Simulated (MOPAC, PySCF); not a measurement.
C3H7N, SMILES `C/C=C/N`, neutral singlet in the gas phase. 

Cartesian coordinates (Å):
SMILES: C(/C)=C\N
```xyz
11

C     -1.7186     0.0327     0.0472
C     -0.2902     0.4227    -0.1494
C      0.7418    -0.4015     0.0538
N      2.0815    -0.1326    -0.2196
H     -1.7983    -0.9950     0.4108
H     -2.2931     0.0986    -0.8842
H     -2.2229     0.6825     0.7713
H     -0.0921     1.4358    -0.4992
H      0.5640    -1.4178     0.4000
H      2.2927     0.8481    -0.3406
H      2.7353    -0.5735     0.4098
```
Charge 0, multiplicity 1.

All levels are single points at this geometry (r2SCAN-D4/def2-TZVP); Pople sets use spherical d functions. Orbital energies aren't observables, and empty levels follow the basis.

PBE/6-31G* in PySCF gives HOMO (eV) = -4.16.

Q: Estimate the HOMO (eV) from each of these levels: r2SCAN-D4/def2-TZVP in PySCF; B3LYP/6-311+G** in PySCF; M06-2X/6-31G* in PySCF; SVWN5/6-31G* in PySCF; HF/3-21G in PySCF; HF/STO-3G in PySCF; PM3 in MOPAC; PM6 in MOPAC.

A: 
| level | HOMO (eV) |
|---|---|
| r2SCAN-D4/def2-TZVP in PySCF | -4.75 |
| B3LYP/6-311+G** in PySCF | -5.56 |
| M06-2X/6-31G* in PySCF | -6.63 |
| SVWN5/6-31G* in PySCF | -4.26 |
| HF/3-21G in PySCF | -8.05 |
| HF/STO-3G in PySCF | -6.48 |
| PM3 in MOPAC | -8.48 |
| PM6 in MOPAC | -8.45 |
